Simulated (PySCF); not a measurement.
B3LYP has the VWN-RPA correlation part, as in Gaussian. Delta-SCF ions had no search for a lower state. Excitations are Tamm–Dancoff values on a coarser integration grid. The basis has no diffuse functions, so Rydberg states are missing or too high.

Cartesian coordinates (Å):
SMILES: [H]/N=c1\cn1
```xyz
6

N      1.4070     0.6903     0.0661
C      0.2276     0.2999    -0.0704
C     -0.9550    -0.4413    -0.0566
N     -1.0315     0.7324    -0.5822
H      1.9860    -0.0137     0.5192
H     -1.6341    -1.2675     0.1240
```
Charge 0, multiplicity 1.

Question: What is the computed dipole moment, HOMO–LUMO gap, S1 excitation (TDA), S1–T1 gap (TDA), HOMO, vertical ionisation energy (Delta-SCF), LUMO and T1 excitation (TDA) (PySCF with B3LYP-D3(BJ)/def2-TZVP)?

Answer: 
dipole moment: 0.834 e·Å
HOMO–LUMO gap: 5.20 eV
S1 excitation (TDA): 3.80 eV
S1–T1 gap (TDA): 0.58 eV
HOMO: -7.22 eV
vertical ionisation energy (Delta-SCF): 9.92 eV
LUMO: -2.02 eV
T1 excitation (TDA): 3.22 eV
